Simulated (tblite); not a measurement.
Compound: C6H12F2Si.
Atom-mapped SMILES: `[F:1][C@@H:2]1[CH2:3][CH2:4][CH2:5][C@@:6]([F:7])([SiH3:8])[CH2:9]1` (hydrogens: H10 on C2; H11, H12 on C3; H13, H14 on C4; H15, H16 on C5; H17, H18, H19 on Si8; H20, H21 on C9)

A start from a force field or distance geometry was refined with tblite 0.8.0, GFN2-xTB geometry optimisation, gas phase. Values at the start:

```tsv
coordinate	start
F1–C2	1.363 Å
C2–C3	1.503 Å
C2–C9	1.525 Å
C2–H10	1.105 Å
C3–C4	1.533 Å
C3–H11	1.107 Å
C3–H12	1.103 Å
C4–C5	1.521 Å
C4–H14	1.099 Å
C5–C6	1.535 Å
C5–H15	1.107 Å
C6–F7	1.378 Å
C6–Si8	1.924 Å
C6–C9	1.536 Å
Si8–H17	1.488 Å
C9–H20	1.096 Å
F1–C2–C9	108.0°
C2–C3–C4	112.4°
C2–C9–C6	112.6°
C3–C2–C9	112.6°
C4–C5–C6	114.5°
C5–C6–Si8	114.1°
F7–C6–Si8	104.3°
Si8–C6–C9	114.0°
C2–C3–C4–C5	53°
C3–C4–C5–C6	-52°
C4–C5–C6–F7	167°
C5–C6–C9–C2	-51°
```

Problem. How do these coordinates change at the GFN2-xTB level?

Solution. 
| coordinate | GFN2-xTB (Å or °) | change |
| --- | --- | --- |
| C6–F7 | 1.411 | +0.033 |
| Si8–H17 | 1.463 | -0.025 |
| F1–C2 | 1.385 | +0.022 |
| C2–C3 | 1.523 | +0.020 |
| C3–H11 | 1.092 | -0.015 |
| C5–H15 | 1.092 | -0.015 |
| C3–H12 | 1.091 | -0.012 |
| C6–C9 | 1.526 | -0.010 |
| C5–C6 | 1.526 | -0.009 |
| C3–C4 | 1.525 | -0.008 |
| C2–H10 | 1.098 | -0.007 |
| C4–H14 | 1.092 | -0.007 |
| C6–Si8 | 1.928 | +0.004 |
| C9–H20 | 1.092 | -0.004 |
| C4–C5 | 1.524 | +0.003 |
| C2–C9 | 1.522 | -0.003 |
| C4–C5–C6 | 111.2 | -3.3 |
| C2–C3–C4 | 109.5 | -2.9 |
| C2–C9–C6 | 110.7 | -1.9 |
| C3–C2–C9 | 111.2 | -1.4 |
| F7–C6–Si8 | 103.1 | -1.2 |
| C5–C6–Si8 | 115.1 | +1.0 |
| F1–C2–C9 | 109.0 | +1.0 |
| Si8–C6–C9 | 114.8 | +0.8 |
| C3–C4–C5–C6 | -58 | -6 |
| C5–C6–C9–C2 | -56 | -5 |
| C2–C3–C4–C5 | 57 | +4 |
| C4–C5–C6–F7 | 171 | +4 |

The energy falls by 2.8 kcal/mol over 40 L-BFGS steps, the largest force on an atom goes from 1.24 to 0.008 eV/Å, and the atoms move by 0.065 Å rms after alignment. The bond that changes most is C6–F7 (sp3 C–F carbon to alkyl fluorine), which lengthens by 0.033 Å. Bonds longer at the end by more than 0.005 Å: 3 of 21; shorter: 11. Rotational constants go from 1874, 970.8, 884.7 to 1869, 977.4, 896.6 MHz.

Its GFN2-xTB frequencies are all real (lowest 71 cm⁻¹). The numbers are those of one conformer.

These are computed values.
